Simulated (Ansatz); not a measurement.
`[SiH3][O][AlH][Br]` and `F[CH2][AlH][O][SiH3]` differ in one atom or group.

Ansatz, PBE0-D4/def2-TZVP geometries, multiplicity 1. Each molecule was computed in one conformer, which needn't be the lowest.

Scalar relativity is left out up to krypton.

```json
{"property": "LUMO energy (PBE0/def2-TZVPP) / eV", "`[SiH3][O][AlH][Br]`": "-1.08"}
{"property": "HOMO–LUMO gap (PBE0/def2-TZVPP) / eV", "`[SiH3][O][AlH][Br]`": "7.55"}
{"property": "size of the dipole moment (PBE/def2-TZVPP) / D", "`[SiH3][O][AlH][Br]`": "0.78"}
{"property": "HOMO energy (ωB97M-V/def2-TZVPP) / eV", "`[SiH3][O][AlH][Br]`": "-10.86"}
{"property": "HOMO–LUMO gap (PBE/def2-TZVPP) / eV", "`[SiH3][O][AlH][Br]`": "5.48"}
{"property": "HOMO–LUMO gap (ωB97M-V/def2-TZVPP) / eV", "`[SiH3][O][AlH][Br]`": "11.40"}
```

(1) Give the same properties after the change, and the shifts. (Best estimate.)

Answers

(1) Ansatz gave: 
```csv
property,`F[CH2][AlH][O][SiH3]`,shift
LUMO energy (PBE0/def2-TZVPP) / eV,-0.98,0.10
HOMO–LUMO gap (PBE0/def2-TZVPP) / eV,6.88,-0.67
size of the dipole moment (PBE/def2-TZVPP) / D,1.73,0.95
HOMO energy (ωB97M-V/def2-TZVPP) / eV,-10.13,0.73
HOMO–LUMO gap (PBE/def2-TZVPP) / eV,4.68,-0.80
HOMO–LUMO gap (ωB97M-V/def2-TZVPP) / eV,10.70,-0.70
```

With PBE0 the HOMO rises by 0.77 eV and the LUMO rises by 0.10 eV, so the gap narrows by about 0.67 eV. PBE moves the HOMO by 0.89 eV and ωB97M-V by 0.73 eV. Dipoles are sizes alone; their direction can turn.

Spin–orbit coupling is left out; it splits and shifts lone-pair levels of the heavy atoms by tenths of an eV.
